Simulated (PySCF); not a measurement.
## Fe⁴⁺: ionisation energy

Fe⁴⁺ [Ar] 3d4 [3d3/2^4, M_J = 0] → Fe⁵⁺ [Ar] 3d3 [3d3/2^3, M_J = 3/2], as a difference of total energies. Computed with PySCF 2.14 in an uncontracted even-tempered set (18 s from 0.14 bohr⁻², ratio 2.8; 13 p from 0.18 bohr⁻², ratio 2.8; 9 d from 0.18 bohr⁻², ratio 2.8; 4 f from 0.97 bohr⁻², ratio 3), with the two-component X2C-1e Hamiltonian. Correlated levels: [Ne] frozen; the 76 highest virtual spinors dropped. "Screened" scales the spin-orbit matrix elements by Boettger's factors to mimic the two-electron term; Breit and QED terms are absent.

```
                    method  ionisation energy (eV)
 GHF (screened spin-orbit)                  74.290
GMP2 (screened spin-orbit)                  75.214
```

Q: How much does correlation contribute at GMP2 (screened spin-orbit)?

A: 75.214 − (74.290) = 0.924 eV, measured against GHF (screened spin-orbit).

The labels give the starting determinants; with spin-orbit coupling the two ends relaxed to ⟨J²⟩ = 3.90, ⟨L²⟩ = 6.00, ⟨S²⟩ = 6.00 and ⟨J²⟩ = 6.60, ⟨L²⟩ = 12.00, ⟨S²⟩ = 3.75.

The determinant of Fe⁴⁺ and of Fe⁵⁺ mixes levels of different J (the jj label is only the starting occupation), so the difference between spin-free and spin-orbit rows is not the physical spin-orbit shift.

For comparison: 75 ± 0.15 eV (semi-empirical (NIST evaluation); NIST Atomic Spectra Database, ionization energies).
